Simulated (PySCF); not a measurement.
C3H4BCl, singlet, geometry from GFN2-xTB; HF/cc-pVDZ, polarisability run with PySCF.

Here is a job for PySCF.
```python
from pyscf import gto, scf
from pyscf.prop import polarizability

mol = gto.M(
    atom='''
B     0.24202355   -0.13325459    0.18816859
C    -1.02470511   -0.90421260   -0.10276437
C    -2.04182611   -1.50407499   -0.34236790
H    -2.92796345   -2.03199848   -0.54872117
Cl    0.38612487    1.45107517   -0.45244876
C     1.40856061   -0.77435029    1.03991355
H     2.16414063   -0.05552057    1.34526076
H     1.90975251   -1.54658759    0.45583513
H     1.02765348   -1.27207121    1.92972349
''',
    basis='cc-pvdz',
    verbose=4,
)

mf = scf.RHF(mol)
mf.kernel()
alpha = mf.Polarizability().polarizability()[2, 2]
print('alpha_zz =', alpha)
```

Output, abridged:

```
site-packages/pyscf/prop/efg/rhf.py:45: UserWarning: Module EFG is under testing
  warnings.warn('Module EFG is under testing')
site-packages/pyscf/prop/efg/dhf.py:30: UserWarning: Module EFG is under testing
  warnings.warn('Module EFG is under testing')
site-packages/pyscf/prop/zfs/uhf.py:40: UserWarning: Module ZFS is under testing
  warnings.warn('Module ZFS is under testing')
site-packages/pyscf/prop/gtensor/uhf.py:43: UserWarning: Module g-tensor is under testing
  warnings.warn('Module g-tensor is under testing')
site-packages/pyscf/prop/gtensor/uks.py:41: UserWarning: Module g-tensor is under testing
  warnings.warn('Module g-tensor is under testing')
site-packages/pyscf/prop/hfc/uks.py:35: UserWarning: Module HFC is under testing
  warnings.warn('Module HFC is under testing')
site-packages/pyscf/prop/magnetizability/rhf.py:39: UserWarning: Module magnetizability is under testing
  warnings.warn('Module magnetizability is under testing')
site-packages/pyscf/prop/magnetizability/uhf.py:37: UserWarning: Module magnetizability is under testing
  warnings.warn('Module magnetizability is under testing')
site-packages/pyscf/prop/magnetizability/rks.py:37: UserWarning: Module magnetizability is under testing
  warnings.warn('Module magnetizability is under testing')
site-packages/pyscf/prop/magnetizability/uks.py:39: UserWarning: Module magnetizability is under testing
  warnings.warn('Module magnetizability is under testing')
site-packages/pyscf/prop/polarizability/uhf.py:34: UserWarning: Module polarizability is under testing
  warnings.warn('Module polarizability is under testing')
site-packages/pyscf/prop/polarizability/rks.py:29: UserWarning: Module polarizability is under testing
  warnings.warn('Module polarizability is under testing')
site-packages/pyscf/prop/polarizability/uks.py:29: UserWarning: Module polarizability is under testing
  warnings.warn('Module polarizability is under testing')
PySCF version 2.14.0

[INPUT] verbose = 4
[INPUT] num. atoms = 9
[INPUT] num. electrons = 44
[INPUT] charge = 0
[INPUT] spin (= nelec alpha-beta = 2S) = 0
[INPUT] symmetry False subgroup None
[INPUT] Mole.unit = angstrom
[INPUT] Symbol           X                Y                Z      unit          X                Y                Z       unit  Magmom
[INPUT]  1 B      0.242023550000  -0.133254590000   0.188168590000 AA    0.457358225195  -0.251814679941   0.355587100346 Bohr   0.0
[INPUT]  2 C     -1.024705110000  -0.904212600000  -0.102764370000 AA   -1.936412016342  -1.708714172381  -0.194196514663 Bohr   0.0
[INPUT]  3 C     -2.041826110000  -1.504074990000  -0.342367900000 AA   -3.858492141886  -2.842289801908  -0.646981564842 Bohr   0.0
[INPUT]  4 H     -2.927963450000  -2.031998480000  -0.548721170000 AA   -5.533049023237  -3.839920612732  -1.036932730051 Bohr   0.0
[INPUT]  5 Cl     0.386124870000   1.451075170000  -0.452448760000 AA    0.729670254183   2.742134657457  -0.855004241799 Bohr   0.0
[INPUT]  6 C      1.408560610000  -0.774350290000   1.039913550000 AA    2.661793782750  -1.463309972578   1.965151802724 Bohr   0.0
[INPUT]  7 H      2.164140630000  -0.055520570000   1.345260760000 AA    4.089633085744  -0.104918671580   2.542174402524 Bohr   0.0
[INPUT]  8 H      1.909752510000  -1.546587590000   0.455835130000 AA    3.608909209601  -2.922626972751   0.861403553656 Bohr   0.0
[INPUT]  9 H      1.027653480000  -1.272071210000   1.929723490000 AA    1.941983628156  -2.403866197844   3.646648892240 Bohr   0.0

nuclear repulsion = 167.552642777774
number of shells = 37
number of NR pGTOs = 173
number of NR cGTOs = 94
basis = cc-pvdz
ecp = {}

******** <class 'pyscf.scf.hf.RHF'> ********
method = RHF
initial guess = minao
damping factor = 0
level_shift factor = 0
DIIS = <class 'pyscf.scf.diis.CDIIS'>
diis_start_cycle = 1
diis_space = 8
diis_damp = 0
SCF conv_tol = 1e-09
SCF conv_tol_grad = None
SCF max_cycles = 50
direct_scf = True
direct_scf_tol = 1e-13
Set gradient conv threshold to 3.16228e-05
Initial guess from minao.
init E= -601.015535587615
  HOMO = -0.299360654366659  LUMO = -0.00854063186660747  gap/eV = 7.91362
cycle= 1 E= -600.068687635873  delta_E= 0.947  |g|= 0.391  |ddm|=  2.7
  HOMO = -0.414216351086333  LUMO = 0.04495738863511  gap/eV = 12.49475
cycle= 2 E= -600.124097867949  delta_E= -0.0554  |g|= 0.129  |ddm|= 0.546
  HOMO = -0.401563637057082  LUMO = 0.0780845492036537  gap/eV = 13.05189
cycle= 3 E= -600.129647881996  delta_E= -0.00555  |g|= 0.0433  |ddm|= 0.209
  HOMO = -0.403011015663228  LUMO = 0.0743342436036496  gap/eV = 12.98923
cycle= 4 E= -600.130415363154  delta_E= -0.000767  |g|= 0.00729  |ddm|= 0.0771
  HOMO = -0.403703743048545  LUMO = 0.074945981439833  gap/eV = 13.02472
cycle= 5 E= -600.130444884183  delta_E= -2.95e-05  |g|= 0.00469  |ddm|= 0.0121
  HOMO = -0.403654389423902  LUMO = 0.0747777739871784  gap/eV = 13.01880
cycle= 6 E= -600.130455244709  delta_E= -1.04e-05  |g|= 0.00176  |ddm|= 0.00547
  HOMO = -0.403573141881683  LUMO = 0.0749819538022667  gap/eV = 13.02215
cycle= 7 E= -600.130459858423  delta_E= -4.61e-06  |g|= 0.000912  |ddm|= 0.00429
  HOMO = -0.403671521519157  LUMO = 0.0750203893800379  gap/eV = 13.02587
cycle= 8 E= -600.130461376846  delta_E= -1.52e-06  |g|= 0.000405  |ddm|= 0.00266
  HOMO = -0.403699312575863  LUMO = 0.0750337340522815  gap/eV = 13.02699
cycle= 9 E= -600.130461705396  delta_E= -3.29e-07  |g|= 0.000104  |ddm|= 0.00157
  HOMO = -0.403714430136297  LUMO = 0.0750342147282308  gap/eV = 13.02741
cycle= 10 E= -600.130461720695  delta_E= -1.53e-08  |g|= 1.87e-05  |ddm|= 0.000387
  HOMO = -0.403718713867466  LUMO = 0.0750338660056604  gap/eV = 13.02752
cycle= 11 E= -600.130461720968  delta_E= -2.74e-10  |g|= 5e-06  |ddm|= 4.7e-05
  HOMO = -0.403717718600065  LUMO = 0.0750343320068394  gap/eV = 13.02751
Extra cycle  E= -600.130461720985  delta_E= -1.65e-11  |g|= 2.11e-06  |ddm|= 8.87e-06
converged SCF energy = -600.130461720985
Isotropic polarizability 47.8208936516
Polarizability anisotropy 18.9916683584
alpha_zz = 35.57017169686982
```
